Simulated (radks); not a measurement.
La LII, 6 electrons, occupied as [He] 2s2 2p2.

All-electron calculation, scalar-relativistic Kohn-Sham, BLYP, spin-polarised, spherical densities, finite nucleus; open shells are filled with parallel spins first (spin-orbit coupling, left out, can overturn this in heavy ions); Fermi nuclear charge, rms radius 4.855 fm. Program: a radial shooting solver on a logarithmic mesh with Libxc functionals.

Energy parts (eV):
total: -133406.46
kinetic: 144646.86
electron-nucleus: -283205.92
Hartree: 6950.60
exchange-correlation: -1798.00

Orbitals (lengths in bohr, moments of r in powers of bohr; <r^-3> diverges for s and p1/2; r(90%) holds 90 % of the orbital's charge):
| orbital | occ. | eigenvalue (eV) | <1/r> | <r^-3> | r(90%) | <r^4> |
|---|---|---|---|---|---|---|
| 1s up | 1 | -43512.20 | 62.13 | - | 0.0450 | 1.886e-06 |
| 1s down | 1 | -43482.87 | 62.17 | - | 0.0450 | 1.880e-06 |
| 2s up | 1 | -10263.12 | 14.99 | - | 0.158 | 0.0002583 |
| 2s down | 1 | -10211.73 | 14.94 | - | 0.158 | 0.0002607 |
| 2p up | 2 | -9744.337 | 14.18 | 8348 | 0.144 | 0.0001773 |
| 2p down | 0 | -9682.841 | 14.15 | 8315 | 0.144 | 0.0001795 |

The highest occupied level is 2p up at -9744.3 eV. The spin density at the nucleus is -48.8 e/bohr^3 (1s -184.2, 2s 135.4). Spin moment in Bohr magnetons: 2. For comparison, the ionisation energy in NIST's Atomic Spectra Database is 10136 eV (theoretical). In exact Kohn-Sham theory the highest level is minus the ionisation energy, but local and semilocal functionals leave it too shallow, through self-interaction and a potential that decays too fast; potentials with the right tail come closer.
